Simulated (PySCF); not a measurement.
# Bromine: a sound run and one with changed settings

Sound run: Br²⁺ [Ar] 3d10 4s2 4p3, Br³⁺ [Ar] 3d10 4s2 4p2. All numbers are calculated (PySCF 2.14, the spin-free X2C one-electron Hamiltonian (Gaussian nucleus), in Sapporo-DKH3-DZP-2012 (6s5p3d1f, 43 functions)). The sound run starts from symmetry-adapted Hartree-Fock orbitals and uses a fine grid where one is needed.

Changed run: radial step 0.3 in ln r (0.13 in the sound run). This setting is unsound on purpose.

```csv
species,method,sound run (hartree),changed run (hartree),converged
Br²⁺,UHF,-2603.21414,-2603.21414,yes
Br²⁺,r2SCAN,-2604.91140,-2604.91821,yes
Br²⁺,BP86,-2605.26259,-2605.26328,yes
Br³⁺,UHF,-2601.93633,-2601.93633,yes
Br³⁺,r2SCAN,-2603.60386,-2603.61039,yes
Br³⁺,BP86,-2603.96432,-2603.96494,yes
```

Ionisation energy of Br²⁺:

```tsv
method	sound run (eV)	changed run (eV)
UHF	34.771	34.771
r2SCAN	35.580	35.588
BP86	35.328	35.330
```

A coarse radial grid mis-integrates the density and the exchange-correlation energy, with errors of either sign; Hartree-Fock needs no grid.

For comparison, NIST gives 34.871 ± 0.019 eV between the lowest levels.
